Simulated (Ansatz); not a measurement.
Mulliken charges of CH3FGeS (`F[CH]1[S][GeH2]1`) from B3LYP/def2-TZVPP in Ansatz (PBE0-D4/def2-TZVP geometry).

| atom | x (Å) | y (Å) | z (Å) | charge (e) |
| --- | --- | --- | --- | --- |
| F1 | -0.249 | -0.099 | -1.988 | -0.208 |
| C2 | -0.597 | -0.308 | -0.686 | 0.103 |
| S3 | 0.266 | -1.680 | 0.142 | -0.226 |
| Ge4 | 0.528 | 0.431 | 0.716 | 0.157 |
| H5 | -1.679 | -0.338 | -0.592 | 0.119 |
| H6 | -0.055 | 0.853 | 2.063 | 0.023 |
| H7 | 1.847 | 1.074 | 0.300 | 0.033 |

Q: By hand: the dipole of these point charges (1 e Å = 4.8032 D).

A: Σ q r = (-0.127, 0.451, 0.410) e Å, of length 0.623 e Å = 2.99 D.

Q: How does the dipole of the full density compare? (Estimate.)

A: Computed: (-0.069, 0.360, 0.352) e Å, 2.44 D; the point charges give 1.23 times that, at 4° from its direction.

Point charges leave out the atoms' own dipoles, such as those of lone pairs, and Mulliken's split depends on the basis, so the two needn't agree.

B3LYP here is the variant with VWN-RPA as its local correlation; programs differ in this.
